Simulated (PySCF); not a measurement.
First SCF of a structure search on singlet VN(OH)2, at a hand-made PBE0 minimum (heavy-atom frame) geometry. PySCF input:

```python
from pyscf import gto, scf, dft
mol = gto.M(atom='''
V     -0.035589    -0.182387     0.049919
N      0.041681     0.213609     1.503539
O      1.562815    -0.138671    -0.723187
O     -1.500303     0.459033    -0.723187
H      2.368854     0.114122    -0.261320
H     -2.152177     0.996307    -0.261320''',
    basis={'V': 'def2-SVP', 'N': 'def2-SVP', 'O': 'def2-SVP', 'H': 'def2-SVP'},
    charge=0, spin=0)
mf = dft.RKS(mol, xc='PBE0')
mf.grids.atom_grid = (50, 194)
aux = {'V': 'def2-universal-JKFIT', 'N': 'def2-universal-JKFIT', 'O': 'def2-universal-JKFIT', 'H': 'def2-universal-JKFIT'}
mf = mf.density_fit(auxbasis=aux)
mf.conv_tol = 1e-08
mf.diis_space = 10
mf.max_cycle = 60
mf.init_guess = 'minao'
mf.verbose = 4
mf.kernel()
```

Excerpt of the output (cycles and frontier levels):

```
init E= -1149.6332116563
  HOMO = -0.411018730995939  LUMO = -0.254656625703904  gap/eV = 4.25483
cycle= 1 E= -1149.5118670064  delta_E= 0.121  |g|= 1.06  |ddm|= 3.04
  HOMO = -0.16165961661387  LUMO = -0.112345823900395  gap/eV = 1.34190
cycle= 2 E= -1147.70195963063  delta_E= 1.81  |g|= 3.52  |ddm|= 2.24
  HOMO = -0.219789757364272  LUMO = -0.0233781484141637  gap/eV = 5.34463
cycle= 3 E= -1149.50073502808  delta_E= -1.8  |g|= 1.02  |ddm|= 1.88
  HOMO = -0.260298234931333  LUMO = -0.102354267153524  gap/eV = 4.29787
cycle= 4 E= -1149.60892111945  delta_E= -0.108  |g|= 0.783  |ddm|= 0.973
  HOMO = -0.30378601959767  LUMO = -0.114553461171114  gap/eV = 5.14928
cycle= 5 E= -1149.71543928904  delta_E= -0.107  |g|= 0.208  |ddm|= 0.377
  HOMO = -0.291808665299676  LUMO = -0.0980643945143904  gap/eV = 5.27205
cycle= 6 E= -1149.72342130313  delta_E= -0.00798  |g|= 0.0381  |ddm|= 0.0969
  HOMO = -0.292358380250943  LUMO = -0.0967229422415521  gap/eV = 5.32351
cycle= 7 E= -1149.72368462479  delta_E= -0.000263  |g|= 0.0028  |ddm|= 0.0177
  HOMO = -0.292665737534408  LUMO = -0.0968972908549017  gap/eV = 5.32713
cycle= 8 E= -1149.7236866659  delta_E= -2.04e-06  |g|= 0.000502  |ddm|= 0.00228
  HOMO = -0.292702938317692  LUMO = -0.0969238674090103  gap/eV = 5.32742
cycle= 9 E= -1149.7236867425  delta_E= -7.66e-08  |g|= 0.000357  |ddm|= 0.000729
  HOMO = -0.29270880518529  LUMO = -0.0969375534338996  gap/eV = 5.32721
cycle= 10 E= -1149.72368677133  delta_E= -2.88e-08  |g|= 0.000123  |ddm|= 0.000366
  HOMO = -0.29270829444026  LUMO = -0.0969385113562833  gap/eV = 5.32717
cycle= 11 E= -1149.72368677456  delta_E= -3.22e-09  |g|= 2.97e-05  |ddm|= 0.00011
  HOMO = -0.29270661217707  LUMO = -0.0969380931845802  gap/eV = 5.32713
Extra cycle  E= -1149.72368677415  delta_E= 4.09e-10  |g|= 5.94e-05  |ddm|= 6.44e-05
converged SCF energy = -1149.72368677415
```

No lower solution of this spin was found by a stability analysis within the restricted form, which does not test spin polarisation.

Stability towards spin polarisation was not tested.

The search for the lowest solution, with the stability check, took 6.1 s on 2 threads of a shared Arm Neoverse N1 host, with 83 basis functions; the process peaked at 0.39 GiB.
